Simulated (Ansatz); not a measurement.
`C[S][Ti]([F])([F])[Cl]` and `[F][Ti]([F])([Cl])[SeH]` differ in one atom or group.

Ansatz, PBE0-D4/def2-TZVP geometries, multiplicity 1. Each molecule was computed in one conformer, which needn't be the lowest.

Scalar relativity is left out up to krypton.

| property | `C[S][Ti]([F])([F])[Cl]` |
| --- | --- |
| size of the dipole moment (PBE/def2-TZVPP) / D | 2.22 |
| size of the dipole moment (B3LYP/def2-TZVPP) / D | 2.32 |
| LUMO energy (B3LYP/def2-TZVPP) / eV | -3.32 |
| zero-point energy (PBE0-D4/def2-TZVP) / kJ/mol | 118.7 |
| HOMO–LUMO gap (PBE0/def2-TZVPP) / eV | 4.79 |
| size of the dipole moment (ωB97M-V/def2-TZVPP) / D | 2.15 |

**Question.** What does the change do to each property? (Best estimate.)

**Answer.** The calculation gave: 
| property | `[F][Ti]([F])([Cl])[SeH]` | shift |
| --- | --- | --- |
| size of the dipole moment (PBE/def2-TZVPP) / D | 0.97 | -1.25 |
| size of the dipole moment (B3LYP/def2-TZVPP) / D | 1.06 | -1.26 |
| LUMO energy (B3LYP/def2-TZVPP) / eV | -3.53 | -0.21 |
| zero-point energy (PBE0-D4/def2-TZVP) / kJ/mol | 36.9 | -81.8 |
| HOMO–LUMO gap (PBE0/def2-TZVPP) / eV | 4.63 | -0.16 |
| size of the dipole moment (ωB97M-V/def2-TZVPP) / D | 0.87 | -1.28 |

With PBE0 the HOMO falls by 0.05 eV and the LUMO falls by 0.23 eV, so the gap narrows by about 0.18 eV. PBE moves the HOMO by -0.11 eV and ωB97M-V by -0.01 eV. The zero-point energy changes by -81.8 kJ/mol with -9 modes. Dipoles are sizes alone; their direction can turn.

B3LYP here is the variant with VWN-RPA as its local correlation; programs differ in this.

Spin–orbit coupling is left out; it splits and shifts lone-pair levels of the heavy atoms by tenths of an eV.
